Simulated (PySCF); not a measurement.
# Tungsten: a sound run and one with changed settings

Sound run: W [Xe] 4f14 5d4 6s2, W⁺ [Xe] 4f14 5d4 6s1. Computed with PySCF 2.14 in cc-pVDZ-PP with ECP60MDF (4s4p3d1f, 38 functions), with scalar relativity through the core potential. The sound run starts from symmetry-adapted Hartree-Fock orbitals and uses a fine grid where one is needed.

A second run was set up differently.

```tsv
species	method	sound run (hartree)	changed run (hartree)	converged
W	UHF	-66.67543	-66.67543	yes
W	M06-2X	-67.18542	-67.79400	no
W	MN15	-67.19766	-68.09452	yes
W⁺	UHF	-66.45816	-66.45816	yes
W⁺	M06-2X	-66.88374	-67.56354	yes
W⁺	MN15	-66.90607	-67.83931	yes
```

Ionisation energy of W:

```csv
method,sound run (eV),changed run (eV)
UHF,5.912,5.912
MN15,7.935,6.945
```

Question: What was changed?
A. radial grid too coarse
B. minimal basis
C. basis contracted for another Hamiltonian
D. too few SCF iterations

Answer: A. It used radial step 1.2 in ln r (0.13 in the sound run). A coarse radial grid mis-integrates the density and the exchange-correlation energy, with errors of either sign; Hartree-Fock needs no grid.
